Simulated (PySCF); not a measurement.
Cd(SH)(GeH3) (CdGeH4S), SMILES [SH][Cd][GeH3].

Coordinates come from a B3LYP-D3(BJ)/def2-SVP optimisation. The structure was generated by enumeration; whether it is a known compound was not checked. The def2 effective core potentials stand for the cores of Cd; spin–orbit coupling is left out. The values are those of a single conformer.

Method: PBE0/def2-TZVPD in PySCF.

Question: Estimate the frontier levels, gap, dipole moment and polarisability. (The exact figures need the calculation; the answer reports its results.)

Answer: 
The highest occupied level is -7.03 eV and the lowest empty level comes out as -1.17 eV. The orbital gap is 5.85 eV and the dipole moment comes out as 1.71 D. The quadrupole, principal values (traceless, Buckingham form, about the centre of nuclear charge) is -13.71, 3.61, 10.09 D·Å, the mean static polarisability comes out as 98.3 bohr³ (14.56 Å³) and the polarisability, principal values is 74.1, 75.0, 145.6 bohr³.
